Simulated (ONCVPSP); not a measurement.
**tantalum, ONCV: configuration errors across variants**

Ta (Z = 73), optimised norm-conserving Vanderbilt (ONCV), made with ONCVPSP 4.0.1 (PBEsol, fully relativistic). Core [Xe] 4f14, reference 5d3 6s1.5 6p0.5. Waves: 6s: rc 2.40 bohr, ncon 4, nbas 7, qcut 2.2 1/bohr, local; 6p: rc 2.70 bohr, ncon 4, nbas 8, qcut 3.4 1/bohr, 2 projectors, debl 1.2 Ha; 5d: rc 2.40 bohr, ncon 4, nbas 8, qcut 6.8 1/bohr, 2 projectors, debl 1.4 Ha. Local part: the s channel. Core correction: none.

Open shells are filled in proportion to 2j + 1.

All-electron excitation energies from the reference (eV): (1) 5d3 6s2 6p0 -2.066; (2) 5d3 6s1 6p0 6.443; (3) 5d4 6s1 6p0 0.025.

4 further variants failed, have other tests or another functional or relativity, and are left out.

A true bound ghost makes a file unfit for plane-wave use even where its test errors are small: the radial tests pick states by their node count and pass the ghost by.

Errors AE − PS in meV (a dash: test not solved or not reliable):

| change | (1) | (2) | (3) | bound ghosts | GHOST(+) flags above zero |
| --- | --- | --- | --- | --- | --- |
| base | +0.1 | -3.6 | -11 | p3/2, p1/2 | none |
| all radii scaled by about 1.19 (s 2.86, p 3.22, d 2.86 bohr) | -0.3 | -2.9 | -8.5 | none | none |
| s: nbas 9 | +0.1 | -3.6 | -11 | p3/2, p1/2 | none |

Question: Give the same row for: s: nproj 1; local potential polynomial inside 2.25 bohr (lpopt 5, dvloc0 2 Ha).

Answer: +0.2, -3.1, -10; bound ghosts: p3/2, p1/2; GHOST(+) flags above zero: s.
